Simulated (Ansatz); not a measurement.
Computed with Ansatz on PBE0-D4/def2-TZVP structures; ΔE is electronic, products minus reactants. CBS: MP2 limit from def2 TZ/QZ plus the TZ coupled-cluster correction, frozen cores. This one scheme is used for every species. def2 core potentials past Kr. For Br, Sn outer-core shells are correlated without core-valence functions, which leaves a few kJ/mol of doubt a bond. Scalar relativity is left out up to krypton. Each species was taken in one conformer, which may not be the lowest.

Reaction (ligand exchange at the Sn–O bond): `[OH][Sn]([OH])([F])[Cl]` + HBr → `[OH][Sn]([F])([Cl])[Br]` + H₂O

```
                  species  CCSD/def2-TZVPP energy (Eh)
`[OH][Sn]([OH])([F])[Cl]`                   -924.67281
                      HBr                  -2573.29970
`[OH][Sn]([F])([Cl])[Br]`                  -3421.66938
                      H₂O                    -76.32939
```

(1) Work out ΔE.

Largest T1 diagnostic among the species: 0.014.

Answers

(1) ΔE = (-3421.66938) + (-76.32939) − (-924.67281) − (-2573.29970) = -0.02626 Eh = -16.5 kcal/mol. CCSD(T)/CBS gives -18.3 kcal/mol.

The D4 term adds −1.0 kcal/mol with B3LYP and −0.5 kcal/mol with PBE0; it sums over pairs of atoms, weighted by their polarisabilities, and B3LYP, whose exchange is more repulsive, gets the larger term. Leaving LDA and LC-ωPBE aside and taking each functional with its dispersion term where it has one, the values, not all of them listed here, spread over 2.7 kcal/mol, from BHLYP-D4 to CAM-B3LYP-D4. At CCSD(T), def2-SVP lies +2.0 kcal/mol from the extrapolated value and def2-TZVPP +2.1 kcal/mol.

B3LYP here is the variant with VWN-RPA as its local correlation; programs differ in this.
